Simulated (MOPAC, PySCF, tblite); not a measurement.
Bond stretch in SMILES [BH3-][NH3+]. The B1–N5 bond (B1 also carries H, H, H; N5 carries H, H, H) is pulled apart rigidly from the PBE0/def2-TZVP optimised geometry.

Computed with: AM1, restricted, heats of formation (MOPAC); UMP2/3-21G = unrestricted MP2 (frozen core)/3-21G (PySCF); RKS-M06-2X = PySCF with restricted M06-2X/cc-pVDZ; GFN2-xTB, 300 K electronic temperature (tblite); UKS-CAM-B3LYP = unrestricted CAM-B3LYP/cc-pVDZ in PySCF.

Energies are in kJ/mol, each relative to the lowest point of its own curve near equilibrium.

| R / Å | AM1 | UMP2/3-21G | RKS-M06-2X | GFN2-xTB | UKS-CAM-B3LYP |
|---|---|---|---|---|---|
| 1.32 | [?] | 186.9 | 139.6 | 127.7 | 135.5 |
| 1.39 | 38.6 | 106.6 | 73.6 | 66.2 | 71.3 |
| 1.48 | [?] | 43.8 | 25.4 | 22.6 | 24.5 |
| 1.54 | 0.0 | 20.0 | 9.0 | 8.0 | 8.7 |
| 1.59 | 1.0 | 8.0 | 2.2 | 2.0 | 2.1 |
| 1.64 | 6.3 | [?] | 0.0 | 0.0 | 0.0 |
| 1.67 | 11.1 | 0.0 | 0.4 | 0.3 | 0.4 |
| 1.75 | 28.7 | 1.6 | 6.2 | [?] | 5.9 |
| 1.79 | [?] | 5.0 | 11.0 | 9.2 | 10.4 |
| 1.91 | 76.5 | 21.5 | 29.4 | 24.8 | 28.0 |
| 2.03 | 114.4 | 43.2 | 50.5 | 42.5 | 48.2 |
| 2.20 | 157.9 | 76.2 | 79.8 | 66.7 | 76.6 |
| 2.48 | 194.4 | 125.3 | 119.2 | 97.7 | 116.6 |
| 2.74 | 206.5 | 160.4 | 145.9 | 114.5 | 144.2 |
| 2.97 | 211.8 | 183.5 | 163.7 | 122.1 | 162.0 |
| 3.31 | 215.9 | 207.7 | 182.4 | 126.5 | 180.2 |
| 3.65 | 217.9 | 223.9 | 194.3 | 127.8 | 192.1 |
| 4.04 | 219.4 | 235.2 | 202.3 | 128.5 | 200.8 |
| 4.47 | 220.6 | 241.2 | 207.5 | 129.0 | 206.3 |
| 4.88 | 221.4 | 243.8 | 210.3 | [?] | 209.0 |
| 5.68 | 222.5 | 245.9 | 212.5 | 130.0 | 211.1 |

Question: Fill in the missing entries.

Answer: 
- 1.32, AM1: 92.2
- 1.48, AM1: 6.4
- 1.64, UMP2/3-21G: 1.7
- 1.75, GFN2-xTB: 5.2
- 1.79, AM1: 39.5
- 4.88, GFN2-xTB: 129.4
